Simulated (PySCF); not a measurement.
Computed IR spectrum (relative IR intensity) of a molecule H₁₁NSi₄. Geometry: ωB97X-D3(BJ)/def2-SVP. The values are those of a single conformer. Level of theory: ωB97X-D3(BJ)/def2-SVP (PySCF). Frequencies are harmonic and unscaled.

Lines under 2 % of the strongest are left out, and lines within 2 cm⁻¹ are merged.

| ν (cm⁻¹) | relative intensity |
|---|---|
| 338 | 3.9 |
| 378 | 24 |
| 417 | 3.4 |
| 472 | 5.4 |
| 694 | 17 |
| 738 | 47 |
| 834 | 43 |
| 857 | 62 |
| 900 | 77 |
| 929 | 8.7 |
| 942 | 47 |
| 946 | 40 |
| 954 | 46 |
| 958 | 7.3 |
| 962 | 7.9 |
| 980 | 28 |
| 1013 | 32 |
| 1213 | 58 |
| 2221 | 16 |
| 2230 | 40 |
| 2233 | 100 |
| 2239 | 7.9 |
| 2246 | 22 |
| 2249 | 65 |
| 2257 | 17 |
| 2276 | 37 |
| 3621 | 10 |

Problem. Identify the compound among the candidates.
(A) [SiH3]N[SiH]([SiH3])[SiH3]
(B) [SiH3]N[SiH2][SiH2][SiH3]
(C) [SiH3][SiH2]N[SiH2][SiH3]
(D) N[Si@@H]([SiH3])[SiH2][SiH3]

Solution. B, [SiH3]N[SiH2][SiH2][SiH3]
